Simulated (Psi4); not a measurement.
C$_{2}$H$_{5}$O$_{2}$ (SMILES COC=[OH+]), charge +1, singlet, at a GFN2-xTB geometry; Psi4 with SCS-MP2/STO-3G.

Here is a job for Psi4.
```
memory 2 GB

molecule {
1 1
  C    -0.88185762    0.00899774   -0.07418618
  O    -0.71974313   -1.14547322    0.45674714
  O     0.05802829    0.77784465   -0.34442084
  H    -1.87588460    0.39555666   -0.32671543
  C     1.43664404    0.47811999   -0.10026343
  H     1.82407913    1.26580014    0.54905631
  H     1.57697924   -0.50273413    0.35103154
  H     1.95211849    0.54352817   -1.06056024
  H    -1.51229206   -1.68382867    0.63527512
}

set basis sto-3g

energy('scs-mp2')
print_variables()
```

### Question
Write the output that Psi4 gives for this input, abridged.

### Answer

```
   => Loading Basis Set <=

    Name: STO-3G
    Role: ORBITAL
    Keyword: BASIS

         ---------------------------------------------------------
                                   SCF
               by Justin Turney, Rob Parrish, Andy Simmonett
                          and Daniel G. A. Smith
                              RHF Reference
         ---------------------------------------------------------

  ==> Geometry <==

    Molecular point group: c1
    Full point group: C1

    Geometry (in Angstrom), charge = 1, multiplicity = 1:

       Center              X                  Y                   Z               Mass
    ------------   -----------------  -----------------  -----------------  -----------------
         C           -0.849966873099     0.009264978517    -0.071769300086    12.000000000000
         O           -0.687852383099    -1.145205981483     0.459164019914    15.994914619570
         O            0.089919036901     0.778111888517    -0.342003960086    15.994914619570
         H           -1.843993853099     0.395823898517    -0.324298550086     1.007825032230
         C            1.468534786901     0.478387228517    -0.097846550086    12.000000000000
         H            1.855969876901     1.266067378517     0.551473189914     1.007825032230
         H            1.608869986901    -0.502466891483     0.353448419914     1.007825032230
         H            1.984009236901     0.543795408517    -1.058143360086     1.007825032230
         H           -1.480401313099    -1.683561431483     0.637691999914     1.007825032230

  Running in c1 symmetry.

  Rotational constants: A =      0.68362  B =      0.20829  C =      0.16456 [cm^-1]
  Rotational constants: A =  20494.30474  B =   6244.36697  C =   4933.43159 [MHz]
  Nuclear repulsion =  131.071300597210978

  Charge       = 1
  Multiplicity = 1
  Electrons    = 32
  Nalpha       = 16
  Nbeta        = 16

  ==> Algorithm <==

  SCF Algorithm Type is PK.
  DIIS enabled.
  MOM disabled.
  Fractional occupation disabled.
  Guess Type is SAD.
  Energy threshold   = 1.00e-08
  Density threshold  = 1.00e-08
  Integral threshold = 1.00e-12

  ==> Primary Basis <==

  Basis Set: STO-3G
    Blend: STO-3G
    Number of shells: 17
    Number of basis functions: 25
    Number of Cartesian functions: 25
    Spherical Harmonics?: true
    Max angular momentum: 1

  ==> Integral Setup <==

  Using in-core PK algorithm.
   Calculation information:
      Number of atoms:                   9
      Number of AO shells:              17
      Number of primitives:             51
      Number of atomic orbitals:        25
      Number of basis functions:        25

      Integral cutoff                 1.00e-12
      Number of threads:                 1

  Performing in-core PK
  Using 105950 doubles for integral storage.
  We computed 11311 shell quartets total.
  Whereas there are 11781 unique shell quartets.

  ==> DiskJK: Disk-Based J/K Matrices <==

    J tasked:                  Yes
    K tasked:                  Yes
    wK tasked:                  No
    Schwarz Cutoff:          1E-12

  Minimum eigenvalue in the overlap matrix is 2.3106081808E-01.
  Reciprocal condition number of the overlap matrix is 1.0205295540E-01.
    Using symmetric orthogonalization.

  ==> Pre-Iterations <==

  SCF Guess: Superposition of Atomic Densities via on-the-fly atomic UHF (no occupation information).

   -------------------------
    Irrep   Nso     Nmo
   -------------------------
     A         25      25
   -------------------------
    Total      25      25
   -------------------------

  ==> Iterations <==

                        Total Energy        Delta E     RMS |[F,P]|

   @RHF iter SAD:  -222.84980728850562   -2.22850e+02   0.00000e+00
   @RHF iter   1:  -225.08950308321963   -2.23970e+00   1.50105e-02 ADIIS/DIIS
   @RHF iter   2:  -225.17540464367173   -8.59016e-02   4.72489e-03 ADIIS/DIIS
   @RHF iter   3:  -225.18318425903169   -7.77962e-03   8.94511e-04 ADIIS/DIIS
[...]
  @RHF Final Energy:  -225.18366370100168
    Total Energy =                       -225.1836637010016773
  DIE_IF_NOT_CONVERGED          => (empty)
[...]
  PARENT_SYMMETRY               => (empty)
  PCG_BETA_TYPE                 => (empty)
  PCG_CONVERGENCE               => (empty)
  PCG_MAXITER                   => (empty)
  PCM                           => (empty)
  PE                            => (empty)
  PRINT                         => (empty)
  PRINT_NOONS                   => (empty)
  PROPERTIES                    => (empty)
  PROPERTIES_ORIGIN             => (empty)
  PUREAM                        => (empty)
  QC_MODULE                     => (empty)
  RAS1                          => (empty)
  RAS2                          => (empty)
  RAS3                          => (empty)
  RAS4                          => (empty)
  RELATIVISTIC                  => (empty)
  RELAXED                       => (empty)
  REMP_A                        => (empty)
  RESTRICTED_DOCC               => (empty)
  RESTRICTED_UOCC               => (empty)
  RMS_MOGRAD_CONVERGENCE        => (empty)
  R_CONVERGENCE                 => (empty)
  SCF_TYPE                      => (empty)
  SCREENING                     => (empty)
  SCS_TYPE                      => (empty)
  SOCC                          => (empty)
  SOS_TYPE                      => (empty)
  SPIN_SCALE_TYPE               => SCS             !
  SS_SCALE                      => (empty)
  SYMMETRIZE                    => (empty)
  TPDM_ABCD_TYPE                => (empty)
  WFN                           => (empty)
  WFN_TYPE                      => OMP2            !
  WRITER_FILE_LABEL             => (empty)
  ZORA_BASIS_TOLERANCE          => (empty)
  ZORA_NR_DEBUG                 => (empty)
  ZORA_PRUNING_SCHEME           => (empty)
  ZORA_RADIAL_POINTS            => (empty)
  ZORA_SPHERICAL_POINTS         => (empty)

 ==============================================================================
 ==============================================================================
 ==============================================================================

                             MP2
                    Program Written by Ugur Bozkaya,
              Additional Contributions by J. P. Misiewicz

 ==============================================================================
 ==============================================================================
 ==============================================================================

	MO spaces per irreps...

	IRREP   FC    OCC   VIR  FV
	==============================
	   A     0    16     9    0
	==============================

	Cost of iabc is      0 MB
	Cost of abcd is      0 MB
	Switching to the incore algorithm for iabc..
	Switching to the incore algorithm for abcd..

	Computing MP2 energy using SCF MOs (Canonical MP2)...
	==============================================================================
	Nuclear Repulsion Energy (a.u.)    :   131.07130059721098
	SCF Energy (a.u.)                  :  -225.18366370100168
	REF Energy (a.u.)                  :  -225.18366370100168
	Alpha-Alpha Contribution (a.u.)    :    -0.01818253844807
	Alpha-Beta Contribution (a.u.)     :    -0.16944256943016
	Beta-Beta Contribution (a.u.)      :    -0.01818253844807
	Scaled_SS Correlation Energy (a.u.):    -0.01212169229872
	Scaled_OS Correlation Energy (a.u.):    -0.20333108331619
	SCS-MP2 Total Energy (a.u.)        :  -225.39911647661657
	SOS-MP2 Total Energy (a.u.)        :  -225.40393904126088
	SCSN-MP2 Total Energy (a.u.)       :  -225.24766623633892
	SCS-MP2-VDW Total Energy (a.u.)    :  -225.41873272832035
	SOS-PI-MP2 Total Energy (a.u.)     :  -225.42088329820390
	MP2 Correlation Energy (a.u.)      :    -0.20580764632630
	MP2 Total Energy (a.u.)            :  -225.38947134732797
	==============================================================================

  Variable Map:
  ----------------------------------------------------------------------------
[...]
  Array Variable Map:
  ----------------------------------------------------------------------------
[...]
[...]
```
